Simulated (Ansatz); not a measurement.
Reactions of `O[SiH](F)[SiH](Cl)Cl`.

Isolated molecules relaxed with PBE0-D4/def2-TZVP in Ansatz; ΔE leaves out vibrations. CCSD(T)/CBS is the MP2 limit (def2-TZVPP, def2-QZVPP) plus CCSD(T) − MP2 in def2-TZVPP, frozen cores. This one scheme is used for every species. Functionals use def2-TZVPP. B3LYP here is the variant with VWN-RPA as its local correlation; programs differ in this. No spin–orbit coupling; open shells (•) take unrestricted orbitals. Each species was taken in one conformer, which may not be the lowest.

| reaction | ωB97X-V (kcal/mol) | B3LYP-D4 (kcal/mol) | ωB97M-V (kcal/mol) | CCSD/CBS(def2) (kcal/mol) |
| --- | --- | --- | --- | --- |
| `O[SiH](F)[SiH](Cl)Cl` + H–F → `O[SiH](F)F` + `Cl[SiH2]Cl` | -41.7 | -40.5 | -43.0 | -43.1 |
| `O[SiH](F)[SiH](Cl)Cl` → `Cl[Si]Cl` + `O[SiH2]F` | 35.0 | 30.0 | 28.8 | 31.3 |
| `O[SiH](F)[SiH](Cl)Cl` → `Cl[SiH]Cl`• + `O[SiH]F`• | 81.3 | 75.7 | 80.8 | 79.9 |
| `O[SiH](F)[SiH](Cl)Cl` + H–F → `F[SiH](F)[SiH](Cl)Cl` + H₂O | -8.1 | -8.0 | -7.8 | -8.3 |
| `O[SiH](F)[SiH](Cl)Cl` + HCl → `O[SiH](Cl)[SiH](Cl)Cl` + H–F | 10.3 | 10.2 | 10.0 | 9.8 |

Problem. Give the CCSD(T)/CBS values in the same order. (Estimate.)

Solution. Ansatz gave: -41.8, 31.7, 81.3, -7.9, 9.2 kcal/mol.

Largest T1 diagnostic: 0.014, for `O[SiH]F`•.
